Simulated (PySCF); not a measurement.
Working out the ionisation energy of Ga⁺

Ga⁺ [Ar] 3d10 4s2 (1S) → Ga²⁺ [Ar] 3d10 4s1 (2S). All numbers are calculated (PySCF 2.14, scalar relativity through the core potential, in aug-cc-pwCVDZ-PP with ECP10MDF). Frozen: nothing. Energies in hartree (1 hartree = 27.21139 eV):

```
             part  Ga⁺ (lower)  Ga²⁺ (upper)
              UHF  -258.088410   -257.399062
MP2 opposite-spin    -0.268536     -0.227725
    MP2 same-spin    -0.131526     -0.119267
```

Question: What does Hartree-Fock give?

Answer: (-257.399062) − (-258.088410) = 0.689348 hartree = 18.758 eV.

Question: What do MP2 and SCS-MP2 (6/5 opposite-spin, 1/3 same-spin) give?

Answer: The opposite-spin parts differ by 1.111 eV and the same-spin parts by 0.334 eV. MP2: 18.758 + (1.111) + (0.334) = 20.203 eV. SCS-MP2: 18.758 + 1.2 × (1.111) + (0.334)/3 = 20.203 eV.

Measured between the centres of the two terms (NIST): 20.515 eV, so MP2 (valence and next inner shell) is off by -0.312 eV.

A double-zeta basis recovers only part of the correlation energy.

What remains against the reference includes basis incompleteness and correlation beyond second order.
